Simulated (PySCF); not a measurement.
Be(NMe2)(SH) (C₂H₇BeNS), SMILES C[N](C)[Be][SH].

Geometry: r2SCAN-D4/def2-SVP. The structure was generated by enumeration; whether it is a known compound was not checked. The values are those of a single conformer.

Computed with PySCF with PBE/def2-TZVP.

The molecule is in vacuum.

```
Item                                                                                                           Result
---------------------------------------------------------------------------------------------  ----------------------
total energy                                                                                       -547.85756 hartree
point group                                                                                                        Cs
highest occupied level                                                                                       -5.21 eV
lowest empty level                                                                                           -0.88 eV
orbital gap                                                                                                   4.33 eV
dipole moment                                                                                                  1.83 D
quadrupole, principal values (traceless, Buckingham form, about the centre of nuclear charge)   -5.68, 1.42, 4.26 D·Å
mean static polarisability                                                                      72.9 bohr³ (10.80 Å³)
polarisability, principal values                                                               57.9, 65.4, 95.4 bohr³
```
